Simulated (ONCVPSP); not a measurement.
samarium ONCV: all-electron and pseudo phase curves

ONCVPSP 4.0.1 input, shortened (lines: element, Z, core and valence counts, functional; n l f; lmax; l rc ep ncon nbas qcut; lloc lpopt rc5 dvloc0; l nproj debl; icmod fcfact rcfact), PBE, scalar-relativistic:

```
  Sm 62.00    9    5        4      upf
    1    0    2.00
    2    0    2.00
    2    1    6.00
    3    0    2.00
    3    1    6.00
    3    2   10.00
    4    0    2.00
    4    1    6.00
    4    2   10.00
    4    3    5.00
    5    0    2.00
    5    1    6.00
    5    2    1.00
    6    0    2.00
    3
    0    2.40    0.00    5    9    5.00
    1    2.35    0.00    4    9    4.60
    2    3.10    0.00    3    7    4.30
    3    1.35    0.00    3    8   14.70
    4    5    1.20   -1.00
    0    2    0.40
    1    2    2.20
    2    3    0.50
    3    2    0.70
    2    0.30    0.70
```

The phase is arctan(r·R′/R) of the radial function R(r), unwrapped; energies in Ha, scanned from -3 to 5 Ha. A pole is an energy at which the radial function vanishes at the test radius. The pseudo phase is shifted by a multiple of π to meet the all-electron one at the reference energy, and phase errors are pseudo minus all-electron; the curves can meet again beyond the range given. Levels narrower than the energy grid can be missing from the lists of poles. Where the grid stepped over a known ghost or core level, its pole and its step of π were put in at the level’s energy.

```csv
channel,radius (bohr),reference energy (Ha),"poles, all-electron","poles, pseudo",unbroken range about the reference energy with phases within 0.05 rad,phase error 1 Ha above the reference energy (rad)
s,2.43,-0.15,"-1.58, 2.79","-1.76, -1.58, 2.78",-1.8 to 4.6,+0.000
p,2.39,-0.96,"-0.63, 3.92","-0.63, 3.20, 4.41",below 3.1,-0.001
d,3.14,-0.10,"0.18, 2.53","0.18, 2.48, 3.16",below 2.8,+0.000
f,1.37,-0.29,0.36,0.36,the whole range,+0.000
```

Note: ghosts flagged at negative energy: s at -48.0 eV; GHOST(+) flagged for d at 78.5 eV, p at 89.3 eV. A true bound ghost makes a file unfit for plane-wave use.

Phases in the s channel:

```csv
E (Ha),all-electron,pseudo
-2.98,1.305,4.446
-2.54,1.234,4.375
-2.10,0.955,4.096
-1.66,-1.472,-1.472
-1.22,-1.758,-1.758
-0.78,-1.900,-1.900
-0.34,-2.116,-2.116
0.10,-2.707,-2.707
0.54,-3.857,-3.857
0.98,-4.340,-4.340
1.42,-4.515,-4.515
1.86,-4.605,-4.605
2.30,-4.663,-4.664
2.74,-4.708,-4.709
3.18,-4.748,-4.750
3.62,-4.789,-4.794
4.06,-4.840,-4.852
4.50,-4.920,-4.953
4.94,-5.087,-5.232
```
